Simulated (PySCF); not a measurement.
## Pm(27+): ionisation energy

Pm(27+) [Ar] 3d10 4s2 4p4 [4p1/2^2 4p3/2^2, M_J = 2] → Pm(28+) [Ar] 3d10 4s2 4p3 [4p1/2^2 4p3/2^1, M_J = 3/2], as a difference of total energies. Calculation: PySCF 2.14, in an uncontracted even-tempered set (17 s from 2.3 bohr⁻², ratio 2.8; 13 p from 2.9 bohr⁻², ratio 2.8; 8 d from 5.2 bohr⁻², ratio 2.8; 4 f from 15 bohr⁻², ratio 3); the two-component X2C-1e Hamiltonian. Correlated levels: [Ne] frozen; the 74 highest virtual spinors dropped. "Screened" scales the spin-orbit matrix elements by Boettger's factors to mimic the two-electron term; Breit and QED terms are absent.

```
                    method  ionisation energy (eV)
           GHF (spin-free)                  999.71
          GMP2 (spin-free)                  1001.1
 GHF (screened spin-orbit)                  995.51
GMP2 (screened spin-orbit)                  996.37
```

How much does correlation contribute at GMP2 (screened spin-orbit)?

996.37 − (995.51) = 0.86 eV, measured against GHF (screened spin-orbit).

Breit and QED terms and the two-electron picture change are absent.

The spin-free rows relax to the high-spin LS determinant and lack the spin-orbit shift.

The labels give the starting determinants; with spin-orbit coupling the two ends relaxed to ⟨J²⟩ = 6.01, ⟨L²⟩ = 3.12, ⟨S²⟩ = 1.48 and ⟨J²⟩ = 3.75, ⟨L²⟩ = 2.26, ⟨S²⟩ = 1.68.

For comparison: 998 ± 4 eV (theoretical estimate listed by NIST; NIST Atomic Spectra Database, ionization energies).
